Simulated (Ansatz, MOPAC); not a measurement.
The molecule MgC+, multiplicity 4 (lowest of 2S+1 = 2, 4 at CCSD(T)/def2-TZVPP on PBE0 minima; our sources give no spin for the ground state, which may be another).

The constants come from a fifth-degree fit in 1/R (seven points, main isotopes). In def2 and cc sets the state is the lowest found near the PBE0 minimum, followed along R.

Correlated levels freeze the inner cores; with def2 sets outer-core shells near the valence are correlated too. The state reached by AM1 isn't checked.

Run with Ansatz (Gaussian basis) for Hartree–Fock, density functionals and correlated methods; MOPAC for AM1 (differences of heats of formation). 

Task: What bond length and harmonic frequency does AM1 give?

Result: r_e = 1.977 Å, ω_e = 794 cm⁻¹.

Task: What bond length and harmonic frequency does B3LYP/def2-TZVPP give?

Result: r_e = 1.999 Å, ω_e = 607 cm⁻¹.

Task: What bond length and harmonic frequency does CCSD(T)/def2-QZVPP give?

Result: r_e = 1.969 Å, ω_e = 671 cm⁻¹.

Ansatz is a quantum-chemistry and plane-wave program.
